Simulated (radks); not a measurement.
Question: Valence configurations of Sm I (all share [Xe]). All-electron calculation, Dirac Kohn-Sham, PBE, spin-unpolarised, spherical densities, finite nucleus; open shells fill j = l - 1/2 first; Fermi nuclear charge, rms radius 5.0819 fm. Program: a radial shooting solver on a logarithmic mesh with Libxc functionals. Order these by energy: 4f6 6p2; 4f5 6s1 6p2; 4f5.5 6s2 6p0.5; 4f6 6s1.5 6p0.5; 4f6 6s2; 4f5 5d1 6s2; 4f5 6s2 6p1; 4f6 6s1 6p1; 4f4 5d2 6s2.

Answer: From the lowest, in eV above it: 4f6 6s2 0.000; 4f6 6s1.5 6p0.5 1.133; 4f5.5 6s2 6p0.5 1.471; 4f6 6s1 6p1 2.293; 4f5 5d1 6s2 2.902; 4f6 6p2 4.685; 4f5 6s2 6p1 4.851; 4f5 6s1 6p2 7.770; 4f4 5d2 6s2 10.693. NIST lists [Xe] 4f6 6s2 as the ground configuration; this level of theory agrees among the configurations tried. The energies are those of spherical spin-averaged densities, not of single terms. No valid solution was reached for [Xe] 4f6.5 6s1.5.
